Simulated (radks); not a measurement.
Values are calculated unless marked as measured or tabulated.
Q: The mean radii <r> (bohr) of the occupied orbitals of an atom or ion are listed with their occupations. Code: a radial shooting solver on a logarithmic mesh with Libxc functionals. Model: Dirac Kohn-Sham, PBE, spin-unpolarised, spherical densities, finite nucleus; Fermi nuclear charge, rms radius of each element as measured or else 0.836 A^(1/3) + 0.57 fm.

| orbital | occ. | <r> |
|---|---|---|
| 1s1/2 | 2 | 0.01773 |
| 2s1/2 | 2 | 0.07337 |
| 2p1/2 | 2 | 0.06051 |
| 2p3/2 | 4 | 0.06840 |
| 3s1/2 | 2 | 0.1780 |
| 3p1/2 | 2 | 0.1669 |

Name the element and its charge. Open shells, if any, fill j = l - 1/2 first.

A: Z = 76, osmium, charge +62: Os62+ in [Ne] 3s2 3p2. The 1s radius gives Z: for a bare nucleus <r> = (2 gamma + 1)/(2Z) with gamma = sqrt(1 - (Z/c)^2), 0.01753 bohr for Z = 76, and screening makes it slightly larger (0.01773 here). The occupations add up to 14, and the charge is Z minus that.
